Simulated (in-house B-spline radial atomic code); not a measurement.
Configurations of Mg4+, with energies counted from [He] 2s2 (2p1/2)2 (2p3/2)2. All numbers are computed (Dirac-Hartree-Fock, average of each configuration as written; Fermi nucleus of rms radius 3.057 fm) with a radial B-spline atomic code at the basis-set limit, not measured. Energies include first-order Breit, QED and recoil terms.

Occupations are held fixed; configurations that lie above the ionisation limit could autoionise.

```json
{"configuration": "[He] 2s2 (2p1/2)1 (2p3/2)2 (4d3/2)1", "E - E(ref) (eV)": "121.74", "highest orbital": "4d3/2", "its <r> (bohr)": "3.996"}
{"configuration": "[He] 2s2 (2p1/2)2 (2p3/2)1 (5d5/2)1", "E - E(ref) (eV)": "130.84", "highest orbital": "5d5/2", "its <r> (bohr)": "6.666"}
{"configuration": "[He] 2s2 (2p1/2)2 (2p3/2)1 (5g7/2)1", "E - E(ref) (eV)": "131.25", "highest orbital": "5g7/2", "its <r> (bohr)": "5.499"}
{"configuration": "[He] 2s2 (2p3/2)3 6s1", "E - E(ref) (eV)": "134.15", "highest orbital": "6s1/2", "its <r> (bohr)": "8.973"}
{"configuration": "[He] 2s2 (2p1/2)2 (2p3/2)1 (6f7/2)1", "E - E(ref) (eV)": "135.39", "highest orbital": "6f7/2", "its <r> (bohr)": "9.581"}
{"configuration": "[He] 2s1 (2p3/2)4 (4f7/2)1", "E - E(ref) (eV)": "159.22", "highest orbital": "4f7/2", "its <r> (bohr)": "3.589"}
{"configuration": "[He] 2s1 (2p1/2)2 (2p3/2)2 (6f5/2)1", "E - E(ref) (eV)": "169.03", "highest orbital": "6f5/2", "its <r> (bohr)": "9.578"}
```

(1) Order these further configurations by energy, lowest first.
A. [He] 2s1 (2p1/2)2 (2p3/2)2 (5d3/2)1
B. [He] 2s1 (2p1/2)1 (2p3/2)3 (3d3/2)1
C. [He] 2s2 (2p1/2)1 (2p3/2)2 (3d3/2)1
D. [He] 2s2 (2p3/2)4
E. [He] 2s1 (2p3/2)4 (5p1/2)1

(2) How far above the reference does [He] 2s2 (2p1/2)1 (2p3/2)2 5s1 lie?

(3) How far above the reference does [He] 2s1 (2p3/2)4 (6p3/2)1 lie?

(4) How far above the reference does [He] 2s2 (2p1/2)1 (2p3/2)3 lie?

(5) Is the reference the lowest configuration at this level of theory?

Results:

(1) D (1.8963 eV), C (104.33 eV), B (138.71 eV), A (164.4 eV), E (164.96 eV).

(2) 126.75 eV; its least bound orbital is 5s1/2 with <r> = 5.992 bohr.

(3) 169.88 eV; its least bound orbital is 6p3/2 with <r> = 9.416 bohr.

(4) -0.3355 eV; its least bound orbital is 2p3/2 with <r> = 0.6049 bohr.

(5) No: [He] 2s2 (2p1/2)1 (2p3/2)3 lies 0.3355 eV lower. Averages of configurations without correlation can order differently from the measured ground levels.
